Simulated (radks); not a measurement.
Results of a calculation; reference values are marked as such.
Ionisation of the selenium ion Se6+, [Ar] 3d10, to Se7+, [Ar] 3d9, under several functionals. Dirac Kohn-Sham, spin-unpolarised, spherical densities, point nucleus; open shells are shared between the two j in proportion to 2j + 1; a radial shooting solver on a logarithmic mesh with Libxc functionals. The NIST Atomic Spectra Database gives 155.33 eV (measured). Rank these functionals by the error of their Delta-SCF ionisation energy: BP86; Wu-Cohen GGA; exchange-only LDA; LDA (Slater exchange, Perdew-Zunger correlation); BLYP; PW91.

Answer. From best to worst: BLYP 155.56 eV (+0.2); Wu-Cohen GGA 155.70 eV (+0.4); BP86 155.72 eV (+0.4); PW91 155.83 eV (+0.5); LDA (Slater exchange, Perdew-Zunger correlation) 155.97 eV (+0.6); exchange-only LDA 153.79 eV (-1.5). Spin polarisation and multiplet splitting are left out, so open shells lie too high by an amount that depends on their filling. Sharing an open shell by 2j + 1 raises it above the true ground level by a part of the spin-orbit splitting, which enters the differences from NIST.

Beside tabulated values, note that spin-unpolarised runs miss the spin-polarisation part of the exchange energy of open shells.
